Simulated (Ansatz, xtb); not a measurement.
Spectroscopic constants of InSe, multiplicity 2 (lowest of 2S+1 = 2, 4 at CCSD(T)/def2-TZVPP on PBE0 minima; our sources give no spin for the ground state, which may be another). No spin–orbit coupling. Se is treated without relativity.

Seven points along R, fitted to fifth degree in 1/R; most abundant isotopes. Runs in def2 and cc sets follow the lowest solution found near the PBE0 minimum.

Codes used: Ansatz (a quantum-chemistry and plane-wave program); xtb for the GFN methods.  In def2 rows elements past Kr take small-core potentials, without spin–orbit coupling. The GFN methods have no spin term and hold the electronic entropy of 300 K.

```csv
level,r_e (Å),ω_e (cm⁻¹),α_e (cm⁻¹),ω_e x_e (cm⁻¹),dipole (D)
GFN1-xTB,2.516,238,0.00030,1.0,-
SVWN5/def2-TZVPP,2.363,271,0.00025,0.88,3.44
PBE/def2-TZVPP,2.414,249,0.00026,0.89,3.67
r2SCAN/def2-TZVPP,2.385,262,0.00026,0.94,3.82
B97M-V/def2-TZVPP,2.417,242,0.00029,1.1,3.82
B3LYP/def2-TZVPP,2.431,237,0.00027,0.88,3.93
PBE0/def2-TZVPP,2.395,255,0.00027,0.95,4.00
BHLYP/def2-TZVPP,2.419,239,0.00028,0.87,4.25
CAM-B3LYP/def2-TZVPP,2.408,243,0.00028,0.88,4.07
wB97X-V/def2-TZVPP,2.396,247,0.00029,0.91,4.23
wB97M-V/def2-TZVPP,2.399,247,0.00029,0.95,4.08
B2PLYP/def2-TZVPP,2.406,252,0.00027,1.0,-
CCSD/def2-TZVPP,2.404,251,0.00027,0.89,-
CCSD(T)/def2-TZVPP,2.397,259,0.00026,0.94,-
```

Correlated levels freeze the inner cores; with def2 sets outer-core shells near the valence are correlated too.
